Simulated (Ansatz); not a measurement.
Start from `SC1BO1` and change one atom or group to get `FC1BO1`.

Ansatz, PBE0-D4/def2-TZVP geometries, multiplicity 1. Each molecule was computed in one conformer, which needn't be the lowest.

| property | `SC1BO1` |
| --- | --- |
| HOMO–LUMO gap (PBE0/def2-TZVPP) / eV | 6.48 |
| HOMO energy (B3LYP/def2-TZVPP) / eV | -7.06 |
| HOMO energy (ωB97M-V/def2-TZVPP) / eV | -9.47 |
| vertical ionisation energy (CCSD(T)/CBS(def2)) / eV | 9.85 |
| size of the dipole moment (B3LYP/def2-TZVPP) / D | 1.69 |
| zero-point energy (PBE0-D4/def2-TZVP) / kJ/mol | 110.2 |

Task: What does the change do to each property? (Best estimate.)

Result: Ansatz gave: 
```csv
property,`FC1BO1`,shift
HOMO–LUMO gap (PBE0/def2-TZVPP) / eV,7.34,0.86
HOMO energy (B3LYP/def2-TZVPP) / eV,-8.13,-1.07
HOMO energy (ωB97M-V/def2-TZVPP) / eV,-10.68,-1.21
vertical ionisation energy (CCSD(T)/CBS(def2)) / eV,11.30,1.45
size of the dipole moment (B3LYP/def2-TZVPP) / D,1.79,0.10
zero-point energy (PBE0-D4/def2-TZVP) / kJ/mol,92.4,-17.8
```

With PBE0 the HOMO falls by 1.05 eV and the LUMO falls by 0.18 eV, so the gap widens by about 0.87 eV. PBE moves the HOMO by -0.76 eV and ωB97M-V by -1.21 eV. The zero-point energy changes by -17.8 kJ/mol with -3 modes. Dipoles are sizes alone; their direction can turn.

B3LYP here is the variant with VWN-RPA as its local correlation; programs differ in this.
